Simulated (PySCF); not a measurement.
SiBr2F, SMILES F[Si](Br)Br, multiplicity 2.

Coordinates come from a B3LYP-D3(BJ)/def2-SVP optimisation.

Level of theory: B3LYP-D3(BJ)/def2-SVP run with PySCF.

Frequencies are harmonic and unscaled.

Computed harmonic wavenumbers and intensities:
| mode | ν (cm⁻¹) | IR (km/mol) | moving atoms (share of kinetic energy) |
|---|---|---|---|
| 1 | 106 | 0.3 | Br 79 %, Si 13 %, F 8 % |
| 2 | 190 | 2.7 | F 76 %, Br 23 % |
| 3 | 227 | 4.9 | F 46 %, Si 29 %, Br 25 % |
| 4 | 380 | 34.8 | Si 72 %, Br 24 % |
| 5 | 473 | 172.7 | Si 82 %, Br 16 % |
| 6 | 888 | 123.7 | F 58 %, Si 42 % |
